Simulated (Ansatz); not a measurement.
The cluster Ta₃⁺ (the lowest singlet isomer of a short search) was relaxed with PBE-D4 (def2-TZVP) in Ansatz in these states: charge +1 quintet, charge +1 triplet. The geometries follow in no particular order.

In the def2 sets Ta takes a core potential; there is no spin–orbit coupling.

A:

```csv
atom,x (Å),y (Å),z (Å)
Ta1,-1.013,0.935,-0.321
Ta2,0.366,-0.211,1.351
Ta3,0.647,-0.724,-1.030
```

B:

| atom | x (Å) | y (Å) | z (Å) |
| --- | --- | --- | --- |
| Ta1 | 0.6984 | 0.9898 | -0.8201 |
| Ta2 | -0.0422 | -1.4209 | -0.3453 |
| Ta3 | -0.6562 | 0.4311 | 1.1653 |

Task: Judge from the bond lengths which geometry belongs to which state (an estimate).

Result: A is the charge +1 triplet (Ta1–Ta2 2.452 Å, Ta2–Ta3 2.452 Å, Ta1–Ta3 2.452 Å); B is the charge +1 quintet (Ta1–Ta2 2.566 Å, Ta2–Ta3 2.468 Å, Ta1–Ta3 2.468 Å).

At PBE0-D4/def2-TZVP a triplet lies 0.10 eV below the charge +1 quintet. These are the stationary points nearest to one start from a short search; other shapes may lie lower in each state.
